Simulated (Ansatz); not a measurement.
Molecule: sum formula H3SiO (charge 0, doublet). It need not be the lowest isomer of its formula. SMILES: [SiH3][O]
Coordinates optimised at B3LYP-D3(BJ)/def2-TZVP (Ansatz, a quantum-chemistry and plane-wave program):
```xyz
5

O      1.1629    -0.2024    -0.0914
Si    -0.4678     0.0693     0.0351
H     -1.0706    -0.6117     1.2040
H     -1.2030    -0.2867    -1.2002
H     -0.4806     1.5469     0.2355
```
Charge 0, spin multiplicity 2.

### Question
Give the harmonic wavenumbers at B3LYP-D3(BJ)/def2-TZVP (Ansatz, finite differences of forces, unscaled).

### Answer
529, 543, 834, 890, 903, 997, 2164, 2228, 2229 cm⁻¹. Zero-point energy 16.2 kcal/mol.

### Question
From these and the geometry, give the ideal-gas thermochemistry at 298.15 K and 1 atm (rigid rotor, harmonic oscillator).

### Answer
Point group Cs, rotational symmetry number 1. Rotational constants 85.2, 14.74, 14.73 GHz. S(trans) 37.47, S(rot) 20.39, S(vib) 1.71, S(elec, spin only) 1.38, S 61.0 cal/(mol K). H(298) - H(0) 2.76 kcal/mol; G - E(el) 0.8 kcal/mol.
